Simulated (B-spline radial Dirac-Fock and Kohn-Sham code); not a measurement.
**Binding energies of Sm⁵¹⁺ at several levels of theory**

System: Sm⁵¹⁺, [Ne] 3s1.

The density-functional columns are spherical, spin-unpolarised Dirac-Kohn-Sham results without Breit or QED terms: −ε is minus the orbital energy of the initial state and ΔSCF the difference of two total energies. The reference in the last column comes from relaxed Dirac-Fock hole states (ΔSCF) with Breit and QED corrections and a finite nucleus. All numbers are from a radial atomic solver, in eV; a selection of levels is shown. For the 1s level of heavy atoms much of the gap between ΔSCF and the reference is the Breit and QED part, -192.1 eV here; for other levels the error of the functional can be larger.

| level | LDA −ε | LDA ΔSCF | Dirac-Fock |
| --- | --- | --- | --- |
| L2 (2p1/2) | 10860.5 | 11006.9 | 10975.5 |
| L3 (2p3/2) | 10234.8 | 10370.7 | 10356.0 |
| M1 (3s) | 4613.3 | 4659.3 | 4655.1 |

For the outermost level NIST gives 4655 ± 4 eV (theoretical); the differences from it are LDA −ε -41.66, LDA ΔSCF +4.29, Dirac-Fock +0.14 eV.

Values without a named source are computed, but for edge energies of neutral atoms, which are taken from tables.
